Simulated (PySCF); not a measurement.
Compound: 1-hexyn-3-one, C6H8O.
Atom-mapped SMILES: `[CH:1]#[C:2][C:3](=[O:4])[CH2:5][CH2:6][CH3:7]` (hydrogens: H8 on C1; H9, H10 on C5; H11, H12 on C6; H13, H14, H15 on C7)

Computed geometry: GFN2-xTB, gas phase.

(1) List the bond lengths, angles and torsions at this level.

## Answers

(1) 
| bond | length (Å) | order |
| --- | --- | --- |
| C1≡C2 | 1.201 | triple |
| C2–C3 | 1.443 | single |
| C3=O4 | 1.206 | double |
| C3–C5 | 1.512 | single |
| C5–C6 | 1.525 | single |
| C6–C7 | 1.522 | single |
| C1–H8 | 1.051 | single |
| C5–H9, C5–H10 | 1.094 | single |
| C6–H11, C6–H12 | 1.092 | single |
| C7–H13, C7–H14, C7–H15 | 1.088 | single |

Bonds in one row agree within 0.01 Å and their mean is given. Orders are formal, as drawn. A selection of angles:
| angle | degrees |
| --- | --- |
| C2–C1–H8 | 179.4 |
| C1–C2–C3 | 178.9 |
| C2–C3–O4 | 122.7 |
| C2–C3–C5 | 112.6 |
| O4–C3–C5 | 124.7 |
| C3–C5–C6 | 112.3 |
| C3–C5–H9 | 108.0 |
| C6–C5–H9 | 110.7 |
| H9–C5–H10 | 106.9 |
| C5–C6–C7 | 111.6 |
| C5–C6–H11 | 109.0 |
| C7–C6–H11 | 109.8 |
| H11–C6–H12 | 107.4 |
| C6–C7–H13 | 110.3 |
| C6–C7–H14 | 110.8 |
| H13–C7–H14 | 108.4 |

Torsions: C2–C3–C5–C6 180° (antiperiplanar); C3–C5–C6–C7 180° (antiperiplanar).

The 5 C–C bonds span 1.201 Å (C1≡C2, drawn triple) to 1.525 Å (C5–C6, drawn single), a spread of 0.324 Å. The 7 heavy atoms lie in one plane (0.001 Å rms). Of the pairs four or more bonds apart, O4···H12 is among the closest relative to their van der Waals radii: 2.74 Å, 101 % of the sum of Bondi's values.

Point group: Cs (tolerance 0.08 Å). GFN2-xTB frequencies: not computed here. The numbers are those of one conformer.
